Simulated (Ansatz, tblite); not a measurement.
Cost and result up the ladder for the cluster Pb2O4 (the lowest singlet isomer of a short search) (6 atoms). The state is a singlet with charge 0. Geometry: PBE-D4/def2-SVP.

```xyz
6

Pb    0.628   -1.635    0.342
Pb   -0.024    1.194   -1.528
O    -0.672    0.870    0.905
O     0.840    0.857    0.617
O     0.260   -0.894   -1.654
O    -1.032   -0.392    1.318
```

Ansatz on 4 threads of Arm Neoverse V2 on a shared host; xTB runs through tblite on one thread. Times are rough, summed over both states, and most runs start from the orbitals of an earlier one. PBE0-D4/def2-TZVP serves as the yardstick here, not as an exact answer. Differences are given only for rows in sets of like size (and for xTB, whose basis is part of the method), since another set adds its own error. The other state is a doublet.

In the def2 sets Pb takes a core potential; there is no spin–orbit coupling. The xTB rows come from tblite. Correlated methods freeze 12 core orbitals; core or outer-core shells of Pb are correlated, in sets that lack core-valence functions. The rows differ in basis, and correlated rows in double-zeta sets carry the largest basis error. In CCSD on the charge 1 doublet the largest single amplitude is 0.18, so its Hartree–Fock determinant may place the open shell otherwise than the density functionals do. The structure holds 2 bonds between oxygen atoms, so isomers without such links may lie far lower. At PBE0-D4/def2-TZVP a triplet of charge 0 lies 0.70 eV below the restricted singlet, each at its own geometry. The structure comes from a short search, and lower isomers may exist.

Run but left out: HF/def2-SVP (singlet: restricted singlet, unstable towards broken spin symmetry); MP2/def2-SVP (charge +1 doublet: a determinant that CCSD turns far, T1 0.045).

Correlated methods converge slowly with the basis, most of all in double-zeta sets.

Raw xTB energies of ions are shifted by several eV.

| level | functions | wall time | vertical IE (eV) | difference from PBE0-D4/def2-TZVP (eV) | remarks |
| --- | --- | --- | --- | --- | --- |
| GFN1-xTB | 24 | 0.005 s | 13.69 | 5.71 | – |
| GFN2-xTB | 24 | 0.005 s | 13.33 | 5.34 | – |
| PBE-D4/def2-TZVP | 224 | 8.6 s | 7.75 | -0.23 | – |
| PBE0-D4/def2-TZVP | 224 | 16 s | 7.99 | 0.00 | – |
| r2SCAN-D4/def2-TZVP | 224 | 20 s | 7.85 | -0.13 | – |
| CCSD(T)/def2-SVP | 108 | 98 s | 7.75 | – | large T1 (0.027) (singlet), large T1 (0.045) (+1 doublet), restricted SCF unstable (singlet), spin-contaminated (⟨S²⟩ 0.83) (+1 doublet) |
